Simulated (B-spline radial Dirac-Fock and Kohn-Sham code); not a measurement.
# K-line shifts caused by a second vacancy in Hg⁴⁺

System: mercury as Hg⁴⁺ in the configuration [Xe] 4f14 5d8.

These are calculated numbers from an atomic code on a B-spline grid; the model is relaxed Dirac-Fock hole states (ΔSCF) with Breit and QED corrections and a finite nucleus. Each two-hole energy is an average over J within one jj subconfiguration, not an observable level; in light atoms, where LS coupling holds, the j-resolved values are not observed lines, and for a K spectator the Kα1 hypersatellite is nearly forbidden. The model has no electron correlation.

Lines without a spectator: Kα2 (K-L2) 68888.5 eV, Kα1 (K-L3) 70814.0 eV, Kβ3 (K-M2) 79813.5 eV, Kβ1 (K-M3) 80244.7 eV. Shifts in eV with one spectator hole (a dash: not computed, or left out as unreliable):

| spectator hole | Kα2 | Kα1 | Kβ3 | Kβ1 |
| --- | --- | --- | --- | --- |
| K (1s) | +1106.9 | +1206.7 | +1437.7 | +1461.2 |
| L2 (2p1/2) | +145.8 | +200.9 | – | +370.3 |
| L3 (2p3/2) | +101.1 | +114.5 | +263.7 | – |
| M2 (3p1/2) | – | +32.7 | +60.3 | +71.7 |
| M3 (3p3/2) | +16.07 | – | +48.2 | +49.4 |

Run: 43 s of CPU time on 1 thread of Intel(R) Xeon(R) 6975P-C (shared host), peak memory 0.57 GiB.
